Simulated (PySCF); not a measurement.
FHSSn, SMILES [SH][Sn][F] (connectivity only; charge and spin as stated), neutral, multiplicity 1.

Geometry: PBE-D3(BJ)/def2-TZVP. The def2 effective core potentials stand for the cores of Sn; spin–orbit coupling is left out. One conformer was computed; it need not be the lowest.

Level of theory: PySCF with M06-2X/def2-TZVPD.

Gas-phase values at a fixed geometry.

Computed frontier levels, gap, dipole moment and polarisability:
The highest occupied level comes out as -8.57 eV. The lowest empty level is -1.96 eV, the orbital gap is 6.61 eV and the dipole moment is 3.77 D. The quadrupole, principal values (traceless, Buckingham form, about the centre of nuclear charge) comes out as -3.24, -1.88, 5.12 D·Å and the mean static polarisability is 65.8 bohr³ (9.75 Å³). The polarisability, principal values is 52.9, 56.9, 87.7 bohr³.
